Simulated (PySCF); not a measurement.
PySCF 2.14 output of a UHF calculation on a single atom or ion in cc-pVTZ-DK, with the spin-free X2C one-electron Hamiltonian (Gaussian nucleus):

```
SCF conv_tol = 1e-09
number electrons alpha = 12  beta = 9
cycle= 1 E= -1047.79123214201  delta_E= -0.00779  |g|= 0.0331  |ddm|= 0.0421
cycle= 2 E= -1047.79141510446  delta_E= -0.000183  |g|= 0.00525  |ddm|= 0.00757
cycle= 3 E= -1047.79142011528  delta_E= -5.01e-06  |g|= 0.000182  |ddm|= 0.00643
cycle= 4 E= -1047.79142012773  delta_E= -1.24e-08  |g|= 6.45e-05  |ddm|= 0.000745
cycle= 5 E= -1047.79142012879  delta_E= -1.06e-09  |g|= 1.14e-05  |ddm|= 0.000511
cycle= 6 E= -1047.79142012885  delta_E= -5.78e-11  |g|= 9.6e-07  |ddm|= 9.07e-05
converged SCF energy = -1047.79142012885  <S^2> = 3.7524394  2S+1 = 4.0012195
```

The run itself started from symmetry-adapted Hartree-Fock orbitals and held the occupation by maximum overlap, so the iterations belong to that start.

Q: Which element, charge and spin multiplicity is this?

A: Cr³⁺ (chromium, charge +3), multiplicity 4; the state was [Ar] 3d3, high-spin 4F determinant.
